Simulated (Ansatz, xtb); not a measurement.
Molecule: BaF (charge 0, doublet). 
Geometry from a B3LYP-D3(BJ)/def2-TZVP (Ansatz, a quantum-chemistry and plane-wave program) optimisation:
```
Ba
F 1 2.1684
```
Charge 0, spin multiplicity 2.

Harmonic wavenumbers from GFN2-xTB (xtb, at its own minimum), cm⁻¹: 408.

Problem. Give the harmonic wavenumbers at B3LYP-D3(BJ)/def2-TZVP (Ansatz, finite differences of forces, unscaled).

Solution. 466 cm⁻¹. Zero-point energy 0.7 kcal/mol.

Problem. From these and the geometry, give the ideal-gas thermochemistry at 298.15 K and 1 atm (rigid rotor, harmonic oscillator).

Solution. Point group C∞v, rotational symmetry number 1. Rotational constants 6.44, 6.44 GHz. S(trans) 41.05, S(rot) 15.64, S(vib) 0.75, S(elec, spin only) 1.38, S 58.8 cal/(mol K). H(298) - H(0) 2.23 kcal/mol; G - E(el) -14.6 kcal/mol.
